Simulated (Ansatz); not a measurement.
C₈H₂F₄N₂O, SMILES Fc1cc(F)c(F)c(-c2nnco2)c1F. Atoms are numbered in the order given.

```xyz
17

F     -2.6528    -2.2482     0.7277
C     -1.9903    -1.1544     0.3586
C     -2.6853    -0.0036     0.0030
C     -1.9673     1.1269    -0.3710
F     -2.6049     2.2416    -0.7231
C     -0.5721     1.1117    -0.3932
F      0.0702     2.2099    -0.7801
C      0.1420    -0.0458    -0.0328
C      1.6022    -0.0817    -0.0562
N      2.3855    -1.1041    -0.2351
N      3.6814    -0.6268    -0.1622
C      3.5889     0.6436     0.0533
O      2.3080     1.0676     0.1341
C     -0.5940    -1.1850     0.3452
F      0.0188    -2.2993     0.7133
H     -3.7754     0.0116     0.0169
H      4.3840     1.3762     0.1698
```

Geometry: B3LYP-D3(BJ)/def2-SVP. This is a generated structure with no PubChem entry under its InChIKey; it may be hypothetical. Other conformers were not sampled.

Two levels are set side by side: PBE-D3(BJ)/def2-SVP (Ansatz, a quantum-chemistry and plane-wave program) and B3LYP-D3(BJ)/def2-SVP (Ansatz). Each level has its own optimised geometry; the coordinates shown are those of the second. Differences are taken from unrounded values.

| quantity | B3LYP-D3(BJ) | PBE-D3(BJ) | PBE-D3(BJ) minus B3LYP-D3(BJ) |
|---|---|---|---|
| mean bond length (Å) | 1.335 | 1.343 | 0.007 |
| bond F1–C2 (Å) | 1.331 | 1.337 | 0.006 |
| bond C2–C3 (Å) | 1.391 | 1.397 | 0.007 |
| bond C2–C14 (Å) | 1.397 | 1.405 | 0.009 |
| bond C3–C4 (Å) | 1.391 | 1.397 | 0.007 |
| bond C4–F5 (Å) | 1.332 | 1.338 | 0.006 |
| bond C4–C6 (Å) | 1.395 | 1.404 | 0.009 |
| bond C6–F7 (Å) | 1.330 | 1.336 | 0.006 |
| bond C6–C8 (Å) | 1.407 | 1.417 | 0.010 |
| bond C8–C9 (Å) | 1.461 | 1.459 | -0.001 |
| bond C8–C14 (Å) | 1.408 | 1.418 | 0.010 |
| bond C9–N10 (Å) | 1.300 | 1.315 | 0.015 |
| bond C9–O13 (Å) | 1.362 | 1.373 | 0.011 |
| bond N10–N11 (Å) | 1.383 | 1.384 | 0.001 |
| bond N11–C12 (Å) | 1.292 | 1.303 | 0.011 |
| bond C12–O13 (Å) | 1.352 | 1.359 | 0.007 |
| bond C14–F15 (Å) | 1.324 | 1.329 | 0.005 |

GGA bonds tend to be longer and softer than those of functionals with exact exchange. Differences between two approximate levels are no errors against the true value.
